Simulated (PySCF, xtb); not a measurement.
Be(Cl)(NH2) (BeClH2N), SMILES [NH2][Be][Cl].

xtb with GFN2-xTB at its own geometry gives an orbital gap of 6.11 eV and a dipole moment of 2.89 D.

Coordinates come from a PBE0-D3(BJ)/def2-TZVP optimisation. One conformer was computed; it need not be the lowest.

Task: What does r2SCAN/def2-TZVPD in PySCF give? (An estimate is asked for; the answer gives what the named calculation found.)

Result: gap 6.05 eV (levels -6.49 and -0.44 eV), dipole 2.17 D.
